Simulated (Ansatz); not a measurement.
This singlet lies 0.72 eV below the relaxed triplet at the level frozen-core CCSD(T)/cc-pVTZ // PBE0-D3(BJ)/def2-TZVP (Ansatz, a quantum-chemistry and plane-wave program).

Species: H4BNSi, SMILES `B[Si]N` (lower singlet) (charge 0, multiplicity 1).

**Question.** Give a relaxed geometry from PBE0-D3(BJ)/def2-TZVP (Ansatz).

**Answer.** One answer among several that fit: the end point of this relaxation, one of several conformers (outside a Z-matrix the atoms follow the SMILES, hydrogens last).
Z-matrix (Å, degrees):
```
Si
N 1 1.7043
H 2 1.0067 1 127.22
H 2 1.0075 3 112.00 1 179.99
B 1 1.9894 2 106.41 3 -0.01
H 5 1.2015 1 121.00 2 -98.74
H 5 1.2015 6 115.81 1 163.36
```
